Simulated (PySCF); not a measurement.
Electron correlation in Se¹⁸⁺ (selenium, charge +18)

[Ne] 3s2 3p4, high-spin 3P determinant. All numbers are calculated (PySCF 2.14, no relativity, point nucleus, in an uncontracted even-tempered set (17 s from 1.4 bohr⁻², ratio 2.5; 11 p from 1.8 bohr⁻², ratio 2.5; 5 d from 10 bohr⁻², ratio 2.7; 4 f from 16 bohr⁻², ratio 2.7)). Frozen: 1s2; 14 electrons correlated; the 18 highest virtual orbitals of each spin left out.

| level | correlation energy (mhartree) |
| --- | --- |
| CCSD | -549.67 |
| (T) | -2.65 |
| CCSD(T) | -552.32 |

Diagnostics: T1 = 0.0018, D1 = 0.0081, largest double amplitude 0.032.

Spin-orbit coupling is strong in this species (close to jj coupling), so the high-spin LS determinant is a model state, not a physical level.

Cost of the coupled-cluster step: of the order of 60 core-seconds, for 14 correlated electrons.

Iterations:

```
CC2 = 0
CCSD nocc = (np.int64(8), np.int64(6)), nmo = (84, 84)
frozen orbitals [[0, 85, 86, 87, 88, 89, 90, 91, 92, 93, 94, 95, 96, 97, 98, 99, 100, 101, 102], [0, 85, 86, 87, 88, 89, 90, 91, 92, 93, 94, 95, 96, 97, 98, 99, 100, 101, 102]]
max_cycle = 100
direct = 0
conv_tol = 1e-08
conv_tol_normt = 1e-06
diis_space = 8
diis_start_cycle = 0
Init t2, MP2 energy = -0.529832751406879
Init E_corr(UCCSD) = -0.529832751406961
cycle = 1  E_corr(UCCSD) = -0.544712651149112  dE = -0.0148798997  norm(t1,t2) = 0.0172211
cycle = 2  E_corr(UCCSD) = -0.548454185559143  dE = -0.00374153441  norm(t1,t2) = 0.00469535
cycle = 3  E_corr(UCCSD) = -0.549686339832044  dE = -0.00123215427  norm(t1,t2) = 0.00140667
cycle = 4  E_corr(UCCSD) = -0.549668492717492  dE = 1.78471146e-05  norm(t1,t2) = 9.54104e-05
cycle = 5  E_corr(UCCSD) = -0.549668070121733  dE = 4.22595759e-07  norm(t1,t2) = 7.42633e-06
cycle = 6  E_corr(UCCSD) = -0.549668421342594  dE = -3.51220861e-07  norm(t1,t2) = 1.07493e-06
cycle = 7  E_corr(UCCSD) = -0.549668388030135  dE = 3.33124589e-08  norm(t1,t2) = 1.09176e-07
cycle = 8  E_corr(UCCSD) = -0.549668388438871  dE = -4.0873549e-10  norm(t1,t2) = 1.88622e-08
UCCSD converged
E(UCCSD) = -2222.428619596838  E_corr = -0.5496683884388709
UCCSD(T) correction = -0.00264929347450905
```

At this charge a non-relativistic calculation is a model, useful for the Z dependence of the correlation energy.

Spin-orbit coupling is strong in this species, so the high-spin LS determinant is a model state.
